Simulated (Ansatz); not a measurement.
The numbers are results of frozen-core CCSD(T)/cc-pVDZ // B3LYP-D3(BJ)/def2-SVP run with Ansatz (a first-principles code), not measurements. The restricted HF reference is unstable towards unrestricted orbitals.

Ansatz 0.2 input:
```yaml
crystal:
  periodic: [false, false, false]
  atoms:
    - { symbol: B, position_ang: [1.256525, -2.674806, -0.350973] }
    - { symbol: C, position_ang: [0.652244, -1.274378, -0.167237] }
    - { symbol: C, position_ang: [-0.745139, -1.116359, -0.170581] }
    - { symbol: C, position_ang: [-1.395909, 0.125549, -0.008558] }
    - { symbol: C, position_ang: [-2.866444, 0.172612, -0.028131] }
    - { symbol: C, position_ang: [-3.650204, 1.251259, 0.113805] }
    - { symbol: C, position_ang: [-0.602822, 1.271709, 0.165673] }
    - { symbol: C, position_ang: [0.785807, 1.155394, 0.174645] }
    - { symbol: S, position_ang: [1.933818, 2.464589, 0.377976] }
    - { symbol: C, position_ang: [3.263796, 1.345496, 0.245818] }
    - { symbol: C, position_ang: [2.870363, 0.052128, 0.05841] }
    - { symbol: C, position_ang: [1.441204, -0.097281, 0.011678] }
    - { symbol: H, position_ang: [2.448835, -2.858946, -0.353691] }
    - { symbol: H, position_ang: [0.522381, -3.622152, -0.497621] }
    - { symbol: H, position_ang: [-1.363349, -2.007759, -0.306332] }
    - { symbol: H, position_ang: [-3.348149, -0.800188, -0.17758] }
    - { symbol: H, position_ang: [-3.248205, 2.257002, 0.264882] }
    - { symbol: H, position_ang: [-4.738274, 1.161094, 0.082333] }
    - { symbol: H, position_ang: [-1.067639, 2.251136, 0.293585] }
    - { symbol: H, position_ang: [4.283667, 1.721975, 0.316718] }
    - { symbol: H, position_ang: [3.567496, -0.778074, -0.044818] }
basis:
  gaussian: { orbitals: cc-pVDZ }
correlation:
  method: ccsd_t
```

Output:

```
Functional definition: HF
2033 factors; integrals over basis functions are off by at most 1.1e-3 eV
mean field evaluation 1: about -21929.7082 eV, gradient 4.0e1 eV
mean field evaluation 2: about -21930.2572 eV, gradient 4.0e1 eV
mean field evaluation 4: about -21935.8894 eV, gradient 7.4e0 eV
mean field evaluation 8: about -21936.0751 eV, gradient 4.5e-1 eV
mean field evaluation 16: about -21929.7079 eV, gradient 4.0e1 eV
mean field evaluation 32: about -21928.4295 eV, gradient 1.6e1 eV
mean field -21936.07725282 eV, -806.1359702340 hartree, gradient 1.8e-6 eV, S^2 0.000000; 0 other end points of the search recorded, 0 dependent functions left out; unrestricted orbitals would lower it
16 core orbitals not correlated
reference -21936.07725282 eV, -806.1359702340 hartree; 29, 29 occupied and 172, 172 virtual orbitals, 2033 factors
second order -41.26515987 eV of doubles, -0.00000000 eV of singles
cycle   1  -41.54397769 eV  change   -2.8e-1 eV  update   1.7e-1
cycle   2  -42.82704577 eV  change    -1.3e0 eV  update   5.6e-2
cycle   3  -43.13350832 eV  change   -3.1e-1 eV  update   2.6e-2
cycle   4  -43.13356187 eV  change   -5.4e-5 eV  update   7.9e-3
cycle   5  -43.13443966 eV  change   -8.8e-4 eV  update   4.2e-3
cycle   6  -43.13609408 eV  change   -1.7e-3 eV  update   1.4e-3
cycle   7  -43.13525399 eV  change    8.4e-4 eV  update   6.6e-4
cycle   8  -43.13509572 eV  change    1.6e-4 eV  update   3.2e-4
cycle   9  -43.13512933 eV  change   -3.4e-5 eV  update   1.5e-4
cycle  10  -43.13510016 eV  change    2.9e-5 eV  update   6.0e-5
perturbative correction -2.03031393 eV, -0.0746126607 hartree
Total energy: -21981.24266691 eV, -807.7957685874 hartree
```

Cost: around 17 core-minutes (rough).
